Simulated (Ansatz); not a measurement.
One geometry of Li₃Al, several levels of theory.

```yaml
crystal:
  periodic: [false, false, false]
  atoms:
    - {symbol: Al, position_ang: [0.854938, 0.360074, -0.828647]}
    - {symbol: Li, position_ang: [0.167851, -2.245926, -1.097914]}
    - {symbol: Li, position_ang: [0.086098, 2.365396, 0.821653]}
    - {symbol: Li, position_ang: [-1.108877, -0.479544, 1.104918]}
basis:
  gaussian: {orbitals: def2-TZVPP, initial_orbitals: start.molden}
correlation: {method: ccsd_t}
scf: {omitted_lower_state_checks: [starts]}
output: {orbitals: {seedname: orbitals}}
```

The file start.molden holds the orbitals of an earlier run on this structure, at another level or in another basis.

```sh
$ ansatz run in.yaml --threads 4 --pin off --events-out ev --progress --plain --max-ram 3916MiB
```

Shortened log:

```
Functional definition: HF
702 factors; integrals over basis functions are off by at most 8.4e-4 eV
mean field evaluation 1: about -7189.4497 eV, gradient 1.9e1 eV
mean field evaluation 2: about -7189.7144 eV, gradient 4.0e-1 eV
mean field evaluation 4: about -7189.7184 eV, gradient 4.1e-3 eV
mean field evaluation 8: about -7189.7183 eV, gradient 2.2e-6 eV
mean field evaluation 16: about -7187.5595 eV, gradient 7.7e-2 eV
mean field evaluation 32: about -7186.9923 eV, gradient 4.2e-1 eV
mean field -7189.71834827 eV, -264.2172759327 hartree, gradient 2.2e-6 eV, S^2 0.000000; 1 other end points of the search recorded, 0 dependent functions left out; unrestricted orbitals would lower it
determinant -7189.71834827 eV, -264.2172759327 hartree, with singles and doubles -7196.14037195 eV, -264.4532809501 hartree
determinant -7187.55938794 eV, -264.1379356042 hartree, with singles and doubles -7194.06303239 eV, -264.3769401292 hartree
5 core orbitals not correlated: weight in the atoms' cores, before any rotation towards them, 1.000 or more for the frozen orbitals, at most 0.000 for the correlated occupied ones
reference -7189.71834827 eV, -264.2172759327 hartree; 6, 6 occupied and 88, 88 virtual orbitals, 702 factors
second order -5.38425926 eV of doubles, -0.00000000 eV of singles
cycle   1  -6.32116250 eV  change   -2.2e-1 eV  update   2.9e-2
cycle   2  -6.33632606 eV  change   -1.5e-2 eV  update   8.4e-3
cycle   3  -6.33808805 eV  change   -1.8e-3 eV  update   3.2e-3
cycle   4  -6.33879410 eV  change   -7.1e-4 eV  update   1.4e-3
cycle   5  -6.33902329 eV  change   -2.3e-4 eV  update   6.8e-4
cycle   6  -6.33902315 eV  change    1.4e-7 eV  update   3.7e-4
cycle   7  -6.33906131 eV  change   -3.8e-5 eV  update   1.9e-4
cycle   8  -6.33910938 eV  change   -4.8e-5 eV  update   6.9e-5
cycle   9  -6.33910975 eV  change   -3.7e-7 eV  update   2.9e-5
cycle  10  -6.33909932 eV  change    1.0e-5 eV  update   1.2e-5
perturbative correction -0.26864342 eV, -0.0098724636 hartree
Total energy: -7196.32609101 eV, -264.4601059994 hartree
Checks for a lower state left out: starts
```

Hardware: 4 threads of Arm Neoverse N1 on a shared host. Wall time 2.7 s.

As the first input, with `gaussian: {orbitals: def2-TZVP, initial_orbitals: start.molden}`, `hamiltonian: {xc: {name: wB97X-V}}` and without the key `correlation` (abridged; 3 s):

```
Functional definition: wB97X-V
mean field -7207.59507776 eV, -264.8742336242 hartree, gradient 2.2e-5 eV, S^2 0.000000
Total energy: -7207.59507561 eV, -264.8742335454 hartree
Checks for a lower state left out: starts
```

As the first input, with `gaussian: {orbitals: def2-TZVPD, initial_orbitals: start.molden}`, `hamiltonian: {xc: pbe0, dispersion: d4}` and without the key `correlation` (abridged; 0.9 s):

```
Functional definition: PBE0
mean field -7204.92602869 eV, -264.7761478801 hartree, gradient 6.2e-5 eV, S^2 0.000000
Total energy: -7204.97049570 eV, -264.7777820127 hartree
Checks for a lower state left out: starts
```

The first input with `gaussian: {orbitals: def2-TZVP, initial_orbitals: start.molden}`, `hamiltonian: {xc: {name: revPBE}, dispersion: d4}` and without the key `correlation` (abridged; 0.75 s):

```
Functional definition: revPBE
mean field -7208.24181908 eV, -264.8980009294 hartree, gradient 1.2e-5 eV, S^2 0.000000
Total energy: -7208.34389662 eV, -264.9017522099 hartree
Checks for a lower state left out: starts
```

First input, but with `gaussian: {orbitals: def2-SVP, initial_orbitals: start.molden}`, `hamiltonian: {xc: pbe0, dispersion: d4}` and without the key `correlation` (abridged; 0.65 s):

```
Functional definition: PBE0
mean field -7202.07811911 eV, -264.6714891335 hartree, gradient 3.3e-5 eV, S^2 0.000000
Total energy: -7202.12258856 eV, -264.6731233556 hartree
Checks for a lower state left out: starts
```

First input, but with `gaussian: {orbitals: def2-TZVP, initial_orbitals: start.molden}`, `correlation: {method: mp2}` (abridged; 0.4 s):

```
Functional definition: HF
mean field -7189.69680546 eV, -264.2164842493 hartree, gradient 1.7e-6 eV, S^2 0.000000; unrestricted orbitals would lower it
5 core orbitals not correlated: weight in the atoms' cores, before any rotation towards them, 1.000 or more for the frozen orbitals, at most 0.000 for the correlated occupied ones
second order -5.20580633 eV of doubles, -0.00000000 eV of singles
Total energy: -7194.90261179 eV, -264.4077941033 hartree
Checks for a lower state left out: starts
```

The first input with `gaussian: {orbitals: def2-TZVPD, initial_orbitals: start.molden}`, `hamiltonian: {xc: pbe, dispersion: d4}` and without the key `correlation` (abridged; 0.95 s):

```
Functional definition: PBE
mean field -7204.10172757 eV, -264.7458553726 hartree, gradient 9.1e-6 eV, S^2 0.000000
Total energy: -7204.15368244 eV, -264.7477646788 hartree
Checks for a lower state left out: starts
```

Geometry: PBE0-D4/def2-TZVP.

Correlated methods freeze 5 core orbitals; core or outer-core shells of Li are correlated, in sets that lack core-valence functions. At CCSD(T)/def2-TZVPP, MP2/def2-TZVP the restricted singlet (for correlated methods, its reference) is unstable: a solution with broken spin symmetry lies lower. The restricted singlet is unstable towards broken spin symmetry at other levels; at ωB97X-V/def2-TZVP, PBE0-D4/def2-TZVPD, revPBE-D4/def2-TZVP, PBE0-D4/def2-SVP and others this wasn't settled. The structure comes from a short search, and lower isomers may exist.
